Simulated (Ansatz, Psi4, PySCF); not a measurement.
lithium fluoride (FLi), singlet, at a GFN2-xTB geometry (such geometries of metal compounds can be far from the true shape). Base run: B3LYP/cc-pVTZ (PySCF).

PySCF was given this input:
```python
from pyscf import gto, scf, dft

mol = gto.Mole()
mol.atom = '''
    Li   -0.000000   -0.000000   -1.140433
    F     0.000000    0.000000    0.380144
'''
mol.basis = 'cc-pvtz'
mol.charge = 0
mol.spin = 0
mol.verbose = 4
mol.build()

mf = dft.RKS(mol)
mf.xc = 'b3lyp'
mf.kernel()
```

The same geometry, method and basis name were run in Ansatz (a program for electronic structure) and Psi4 and PySCF, at each program's defaults and at the settings that a row names. The base is PySCF at its defaults. Differences at the defaults can come from grids, fitting, cores and function types together.

| code and settings | ΔE vs base (µEh) | basis functions | E (Eh) | SCF cycles | dipole (D) |
|---|---|---|---|---|---|
| PySCF, defaults (exact integrals, its default grid, spherical functions) | 0.0 | 60 | -107.47111 | 8 | 5.88 |
| Psi4, defaults (density fitting with its default set, its default grid, spherical functions) | -215 | 60 | -107.47133 | 7 | 5.94 |
| Ansatz, defaults (factorised integrals, its default grid, spherical functions) | -201 | 60 | -107.47131 | - | - |
| PySCF, density fitting with def2-universal-jkfit | -17.7 | 60 | -107.47113 | 8 | 5.88 |
| PySCF, fine grid | -46.2 | 60 | -107.47116 | 8 | 5.88 |
| Psi4, exact integrals, spherical functions, fine grid | -204 | 60 | -107.47132 | 9 | 5.94 |
| Ansatz, high accuracy | -203 | 60 | -107.47132 | - | - |
